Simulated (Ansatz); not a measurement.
Reaction (ligand exchange at the Si–Br bond): `CN[SiH](F)Br` + CH₃OH → `CN[SiH](F)OC` + HBr

Gas-phase electronic energies from Ansatz, PBE0-D4/def2-TZVP geometries. CBS: MP2 limit from def2 TZ/QZ plus the TZ coupled-cluster correction, frozen cores. This one scheme is used for every species. DFT in def2-TZVPP. For Br outer-core shells are correlated without core-valence functions, which leaves a few kJ/mol of doubt a bond. Scalar relativity is left out up to krypton. Each species was taken in one conformer, which may not be the lowest.

(1) Is it downhill or uphill in electronic energy at CCSD(T)/CBS, and by how much? (Estimate.)

(2) What do these levels give: PBE-D4, r2SCAN-D4, HF/def2-QZVPP, MP2/def2-QZVPP, HF/CBS(def2), CCSD/CBS(def2)? (Best estimate.)

Largest T1 diagnostic among the species: 0.011.

Results:

(1) Ansatz gave: Downhill: ΔE = -0.12 eV.

(2) Computed: PBE-D4 -0.05, r2SCAN-D4 -0.14, HF/def2-QZVPP -0.25, MP2/def2-QZVPP -0.10, HF/CBS(def2) -0.25, CCSD/CBS(def2) -0.14 eV.

In def2-TZVPP, CCSD(T) changes the Hartree–Fock value by +0.04 eV (the triples alone add +0.01 eV) and MP2 by +0.10 eV.
